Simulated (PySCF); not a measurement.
## How methods differ on the excitation energy of Au⁺

Au⁺ [Xe] 4f14 5d10 (1S) → Au⁺ [Xe] 4f14 5d9 6s1 (3D), as a difference of total energies. Computed with PySCF 2.14 in aug-cc-pwCVDZ-PP with ECP60MDF (6s6p5d3f, 70 functions), with a scalar-relativistic core potential. Correlated levels: valence and next inner shell: nothing frozen outside the core potential. The calculations carry no spin-orbit coupling.

| method | excitation energy (cm⁻¹) |
| --- | --- |
| UHF | 17084 |
| MP2 (valence and next inner shell) | 18523 |
| SCS-MP2 (valence and next inner shell) | 19003 |
| CCSD (valence and next inner shell) | 17715 |
| CCSD(T) (valence and next inner shell) | 17954 |
